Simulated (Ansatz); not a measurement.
Calculated with Ansatz (gas phase, PBE0-D4/def2-TZVP geometries, no zero-point term in ΔE). CBS: MP2 limit from def2 TZ/QZ plus the TZ coupled-cluster correction, frozen cores. This one scheme is used for every species. DFT in def2-TZVPP. B3LYP here is the variant with VWN-RPA as its local correlation; programs differ in this. For Zn outer-core shells are correlated without core-valence functions, which leaves a few kJ/mol of doubt a bond. Scalar relativity is left out up to krypton. One conformer a species, not always the lowest.

Consider the substitution at a C–O bond: `[SiH3]O[CH2][ZnH]` + CH₃OH → `CO[CH2][ZnH]` + `O[SiH3]`.

Problem. Is it downhill or uphill in electronic energy at CCSD(T)/CBS, and by how much? (Best estimate.)

Solution. Computed: Downhill: ΔE = -0.18 eV.

Problem. What do these levels give: PBE0-D4, B3LYP-D4, r2SCAN0-D4, ωB97X-V, PBE-QIDH, revPBE, B3LYP, CAM-B3LYP, LC-ωPBE, RPA@PBE/def2-TZVPP, HF/CBS(def2), MP2/CBS(def2)? (An estimate is asked.)

Solution. The calculation gave: PBE0-D4 -0.18, B3LYP-D4 -0.16, r2SCAN0-D4 -0.19, ωB97X-V -0.18, PBE-QIDH -0.19, revPBE -0.18, B3LYP -0.18, CAM-B3LYP -0.19, LC-ωPBE -0.18, RPA@PBE/def2-TZVPP -0.17, HF/CBS(def2) -0.16, MP2/CBS(def2) -0.20 eV.

Largest T1 diagnostic among the species: 0.014.

Leaving LDA and LC-ωPBE aside and taking each functional with its dispersion term where it has one, the values, not all of them listed here, spread over 0.04 eV, from B97M-V to BLYP-D4. LDA lies −0.04 eV from PBE without D4.
